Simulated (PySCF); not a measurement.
## State search for GeCl⁺

Unrestricted PBE0; Ge cc-pVDZ-PP with ECP10, Cl cc-pV(D+d)Z; scalar-relativistic core potentials (PySCF 2.14). Outer shells of the fragments: Ge+ 3d10 4s2 4p1; Cl 3s2 3p5.

Followed along the bond (rough minima from three points):

```tsv
2Ms+1	unpaired	⟨S²⟩ at the start	R at minimum (Å)	Te (eV)
1	none	0.00	2.08	0.00
3	σ ↑, π ↑	2.01	2.20	4.09
```

Solutions found at the starting distance of 2.230 Å, counted from the lowest of them; the search is not exhaustive and high or unbound solutions are not listed, so other states can lie among these:

```
2Ms+1  unpaired   term  E (eV)  ⟨S²⟩  ⟨Lz²⟩  μ (D)
    1      none    ¹Σ⁺    0.00  0.00   0.00  -3.28
    3  σ ↑, π ↑     ³Π    3.89  2.01   1.00  -1.70
    3      π ↑↑  mixed    4.03  2.01   2.01   1.11
    3      π ↑↑  mixed    4.21  2.01   2.01   1.07
    1      π ↑↓  mixed    4.23  1.01   2.01   1.05
    3      σ ↑↑    ³Σ⁺    6.47  2.00   0.00  -1.33
```

A term symbol is given only where ⟨S²⟩ and ⟨Lz²⟩ are close to those of a pure state; real π, δ and φ orbitals otherwise mix terms. A positive dipole points towards Cl; it is taken about the centre of mass and depends on that origin.

**Question.** Compare the gap between the two lowest followed solutions at the starting distance with the gap between their minima.

**Answer.** At PBE0 the second solution (triplet, unpaired electrons σ ↑, π ↑) lies +3.89 eV from the first (singlet, closed shell) at 2.230 Å and +4.09 eV at the minima; the two curves relax by different amounts, since their minima lie near 2.20 and 2.08 Å.

Counting both spins, an empty level lies below a filled one in some of these solutions, because spin and occupation are held.
